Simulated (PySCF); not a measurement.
A PySCF script (with the pyscf-properties extension) for the NMR shieldings of `InChI=1S/C9H10FN/c10-9-3-1-7(2-4-9)5-8(9)6-11/h5,7H,1-4H2/t7-,9-`, on a GFN2-xTB geometry:

```python
import basis_set_exchange as bse
import numpy as np
from pyscf import gto, dft
from pyscf.prop import nmr

atoms = """
N     3.459592   -0.362980   -1.980687
C     2.455811   -0.349706   -1.426522
C     1.224848   -0.339313   -0.748078
C     0.443986   -1.409875   -0.556448
C    -0.811927   -1.127785    0.194953
C    -0.422933   -0.532975    1.563026
C     0.465275    0.700446    1.352706
C     0.654370    0.921690   -0.155244
F     1.473123    2.013746   -0.362327
C    -0.715857    1.177963   -0.799461
C    -1.601280   -0.056394   -0.583427
H     0.690629   -2.397309   -0.909878
H    -1.419784   -2.024107    0.329568
H    -1.331162   -0.266678    2.103900
H     0.102933   -1.288651    2.147523
H     0.013033    1.598067    1.775798
H     1.446183    0.572254    1.812684
H    -1.148220    2.067796   -0.340814
H    -0.570456    1.387090   -1.860217
H    -2.495781    0.204162   -0.017353
H    -1.921302   -0.470497   -1.540173
"""
names = dict.fromkeys(["N", "C", "F", "H"], "pcSseg-1")
basis = {el: gto.basis.parse(bse.get_basis(n, elements=[el], fmt="nwchem")) for el, n in names.items()}
mol = gto.M(atom=atoms, basis=basis, charge=0, verbose=0)
mf = dft.RKS(mol, xc="PBE0")
mf.grids.level = 2
mf.grids.alignment = dft.numint.BLKSIZE   # the property module wants whole blocks of grid points
mf.conv_tol = 1e-9
mf.kernel()

calc = nmr.RKS(mf)   # GIAO
C = mf.mo_coeff
Co = C[:, mf.mo_occ > 0]
resp = mf.gen_response(singlet=True, hermi=2)
def vind(x):   # induced exchange potential for any number of trial vectors
    d = np.einsum("pi,xij,qj->xpq", C, 2 * x.reshape(-1, C.shape[1], Co.shape[1]), Co, optimize=True)
    return np.einsum("xpq,pi,qj->xij", resp(d - d.transpose(0, 2, 1)), C, Co, optimize=True).ravel()
mo1, _ = nmr.rhf.solve_mo1(calc, with_cphf=vind)
sigma = calc.kernel(mo1)
for i, s in enumerate(sigma):   # ppm
    print("%2d %-2s %9.2f" % (i, mol.atom_pure_symbol(i), np.trace(s) / 3))
```

Q: What are the results?

A: 
```
 0 N     -58.54
 1 C      68.34
 2 C      58.24
 3 C      28.64
 4 C     152.16
 5 C     158.92
 6 C     152.82
 7 C      89.22
 8 F     367.76
 9 C     152.85
10 C     158.91
11 H      24.48
12 H      29.12
13 H      30.02
14 H      30.28
15 H      29.86
16 H      30.02
17 H      29.86
18 H      30.02
19 H      30.02
20 H      30.27
```

These numbers come from an equivalent density-fitted implementation of the same equations, which agrees with the script to about 0.01 ppm for H and up to a few tenths of a ppm for heavy atoms, so last digits may differ.

Q: Turn these shieldings into chemical shifts. References, each an isolated molecule treated in the same way: ¹⁵N (267.73 ppm) vs NH3; TMS for ¹³C (186.93 ppm), ¹H (31.72 ppm); ¹⁹F (170.95 ppm) against CFCl3.

A: Averaging equivalent atoms: N 0: 326.3; C 3: 158.3; C 2: 128.7; C 1: 118.6; C 7: 97.7; C 4: 34.8; C 6/9: 34.1; C 5/10: 28.0; F 8: -196.8; H 11: 7.24; H 12: 2.59; H 15/17: 1.86; H 13/19: 1.69; H 16/18: 1.69; H 14/20: 1.44 ppm. Unscaled 19F shifts against computed CFCl3 carry errors that often reach 10 to 50 ppm. Experimental scales use liquid or dissolved standards, which lie at an offset from isolated NH3 (liquid NH3: subtract about 20 ppm). Unscaled 15N shifts of sp2 nitrogen come out 20 to 40 ppm too high even then.

Size and cost of the density-fitted run: 237 basis functions, 69 s wall time on 1 thread of an Arm Neoverse V1, shared host; peak memory 1.1 GiB.
